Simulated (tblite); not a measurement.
C8H11FSi.
Numbering: `[CH2:1]=[CH:2][C@@H:3]1[CH:4]=[C:5]([SiH2:6][F:7])[CH:8]=[CH:9][CH2:10]1` (hydrogens: H11, H12 on C1; H13 on C2; H14 on C3; H15 on C4; H16, H17 on Si6; H18 on C8; H19 on C9; H20, H21 on C10)

Computed with GFN2-xTB (tblite), gas phase: L-BFGS steps from a force-field or distance-geometry start until the largest atomic force falls under 0.01 eV/Å.

Step 91: E = -794.3925 eV
```
atom  x, y, z in Å  |  force x, y, z in eV/Å
C1     -2.6110   -2.1065   -0.2431    0.048  -0.075  -0.023
C2     -1.8306   -1.2502    0.3876   -0.052  -0.018   0.012
C3     -0.9253   -0.2565   -0.2775   -0.028  -0.102   0.007
C4      0.5075   -0.5557    0.0681    0.012   0.023  -0.037
C5      1.4532    0.3901    0.1668   -0.036  -0.063  -0.013
Si6     3.2347   -0.1470    0.4537   -0.055  -0.005  -0.082
F7      3.1027   -1.5459    1.2470    0.089  -0.034   0.011
C8      1.0636    1.7830   -0.0369    0.019  -0.069   0.011
C9     -0.2158    2.1462   -0.0823    0.059   0.002  -0.047
C10    -1.3301    1.1689    0.1289   -0.006  -0.008  -0.024
H11    -2.6270   -2.1694   -1.3197   -0.059   0.029   0.012
H12    -3.2469   -2.7980    0.2860    0.032   0.027  -0.032
H13    -1.8101   -1.2262    1.4707   -0.015   0.030  -0.023
H14    -1.0032   -0.3706   -1.3722   -0.086   0.048   0.094
H15     0.7527   -1.6082    0.1524   -0.012   0.121   0.061
H16     3.9233   -0.4942   -0.7882   -0.020   0.034   0.044
H17     4.0259    0.7048    1.3241   -0.028   0.074   0.051
H18     1.8498    2.5159   -0.1468    0.022  -0.034  -0.021
H19    -0.4982    3.1768   -0.2339   -0.001   0.068   0.043
H20    -2.2172    1.4678   -0.4388    0.074  -0.002   0.073
H21    -1.6069    1.1919    1.1948    0.045  -0.043  -0.116
```

Step 92: E = -794.3983 eV
```
atom  x, y, z in Å  |  force x, y, z in eV/Å
C1     -2.6179   -2.1019   -0.2601    0.053  -0.011  -0.025
C2     -1.8469   -1.2514    0.3902   -0.045  -0.038  -0.007
C3     -0.9257   -0.2614   -0.2576   -0.011  -0.074   0.011
C4      0.5059   -0.5655    0.0945   -0.029   0.021  -0.023
C5      1.4543    0.3795    0.1725   -0.047  -0.036  -0.035
Si6     3.2426   -0.1338    0.4576   -0.051  -0.031  -0.116
F7      3.1255   -1.5537    1.2151    0.099  -0.031   0.006
C8      1.0639    1.7673   -0.0628    0.032  -0.029   0.030
C9     -0.2145    2.1352   -0.0979    0.053  -0.009  -0.058
C10    -1.3273    1.1651    0.1493    0.073  -0.040   0.022
H11    -2.6067   -2.1580   -1.3366   -0.075   0.011  -0.009
H12    -3.2783   -2.7821    0.2510    0.033  -0.017  -0.019
H13    -1.8501   -1.2323    1.4732   -0.006   0.051  -0.018
H14    -0.9912   -0.3624   -1.3545   -0.105   0.023   0.093
H15     0.7424   -1.6183    0.1949    0.012   0.123   0.074
H16     3.9404   -0.4317   -0.7939   -0.033   0.028   0.077
H17     4.0217    0.7071    1.3506   -0.044   0.064   0.048
H18     1.8506    2.4956   -0.2015    0.014  -0.043  -0.015
H19    -0.4980    3.1616   -0.2672    0.011   0.102   0.029
H20    -2.2265    1.4584   -0.3988    0.047   0.005   0.054
H21    -1.5732    1.1996    1.2224    0.018  -0.069  -0.119
```

Step 93: E = -794.4044 eV
```
atom  x, y, z in Å  |  force x, y, z in eV/Å
C1     -2.6230   -2.1001   -0.2768    0.013   0.048  -0.010
C2     -1.8646   -1.2530    0.3918   -0.003  -0.026  -0.011
C3     -0.9264   -0.2678   -0.2385    0.007  -0.038   0.010
C4      0.5027   -0.5751    0.1241   -0.031   0.020  -0.009
C5      1.4543    0.3687    0.1805   -0.082  -0.032  -0.061
Si6     3.2488   -0.1223    0.4568   -0.037  -0.007  -0.069
F7      3.1611   -1.5584    1.1857    0.092  -0.042   0.007
C8      1.0652    1.7517   -0.0835    0.012  -0.017   0.047
C9     -0.2115    2.1251   -0.1108    0.063  -0.006  -0.057
C10    -1.3216    1.1615    0.1634    0.116  -0.083  -0.013
H11    -2.5887   -2.1480   -1.3519   -0.076  -0.015  -0.056
H12    -3.3082   -2.7669    0.2170    0.038  -0.064  -0.012
H13    -1.8929   -1.2374    1.4745    0.008   0.071  -0.017
H14    -0.9798   -0.3545   -1.3370   -0.109  -0.027   0.078
H15     0.7336   -1.6264    0.2480    0.021   0.122   0.073
H16     3.9428   -0.3757   -0.8047   -0.007   0.013   0.054
H17     4.0183    0.7143    1.3660   -0.071   0.037   0.019
H18     1.8520    2.4731   -0.2432    0.056  -0.005  -0.018
H19    -0.4975    3.1494   -0.2859    0.034   0.116   0.004
H20    -2.2277    1.4509   -0.3708   -0.012   0.017   0.009
H21    -1.5458    1.2078    1.2358   -0.030  -0.080   0.031
```

**Question.** Estimate the geometry and energy of step 94. (The exact step hangs on the optimiser's Hessian estimate; all steps are aligned on step 93, rigid shifts and turns removed.)

**Answer.** E = -794.4086 eV, largest force 0.148 eV/Å
```
atom  x, y, z in Å  |  force x, y, z in eV/Å
C1     -2.6301   -2.0943   -0.2983   -0.005   0.080  -0.012
C2     -1.8816   -1.2568    0.3936   -0.013  -0.041  -0.020
C3     -0.9268   -0.2751   -0.2152    0.014   0.015   0.023
C4      0.4985   -0.5822    0.1602   -0.047   0.024  -0.003
C5      1.4524    0.3592    0.1893   -0.026   0.044  -0.088
Si6     3.2524   -0.1120    0.4611    0.009  -0.087  -0.055
F7      3.1885   -1.5753    1.1474    0.100   0.091  -0.061
C8      1.0675    1.7362   -0.1139    0.064   0.047   0.023
C9     -0.2079    2.1141   -0.1340   -0.034   0.004  -0.005
C10    -1.3145    1.1553    0.1848    0.118  -0.004   0.061
H11    -2.5713   -2.1331   -1.3728   -0.073  -0.023  -0.051
H12    -3.3384   -2.7526    0.1734    0.047  -0.085  -0.006
H13    -1.9375   -1.2478    1.4758    0.027   0.084  -0.037
H14    -0.9679   -0.3438   -1.3142   -0.107  -0.083   0.036
H15     0.7276   -1.6273    0.3154    0.024   0.048   0.078
H16     3.9522   -0.3002   -0.8135   -0.039  -0.006   0.125
H17     4.0097    0.7136    1.3947   -0.101  -0.006  -0.004
H18     1.8554    2.4521   -0.3109   -0.010  -0.088   0.019
H19    -0.4955    3.1378   -0.3219    0.051   0.041  -0.015
H20    -2.2372    1.4380   -0.3264    0.032   0.016   0.037
H21    -1.5045    1.2113    1.2660   -0.030  -0.072  -0.045
```

The energy changes by -0.0043 eV. The first-order estimate −F·Δx gives -0.0078 eV and the mean of the old and new forces, exact on a quadratic surface, -0.0040 eV. The step makes an angle of 84° with the force vector and moves no atom by more than 0.077 Å.

The cost below is that of the whole relaxation. The run took 2.5 s on one thread of an Arm Neoverse N1 (shared host).
